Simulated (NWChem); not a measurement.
**Correlation energy of CH2ClF**

```xyz
5

F      1.3594    -0.7713     0.0000
C      0.6965     0.4075     0.0000
Cl    -1.0767     0.1499     0.0000
H      0.9452     0.9746     0.9090
H      0.9452     0.9746    -0.9090
```
Charge 0, spin multiplicity 1.

Program: NWChem. The geometry was optimised at B3LYP/def2-SVP, a minimum by its harmonic frequencies.

Basis set: def2-TZVP. Each correlation energy counts from its own Hartree-Fock reference.

The correlated methods keep 7 core orbitals frozen. The structure started from a generated list of species. No row is a measurement; the coupled-cluster row has its own basis-set and correlation limits.

**Question.** One of these methods gave a correlation energy of -647.5 mHa. Which?
(A) CR-CCSD(T)
(B) MP2
(C) SCS-MP2
(D) CCSD

**Answer.** A, CR-CCSD(T). The others give -630.1 (CCSD), -592.4 (SCS-MP2), -602.1 (MP2).
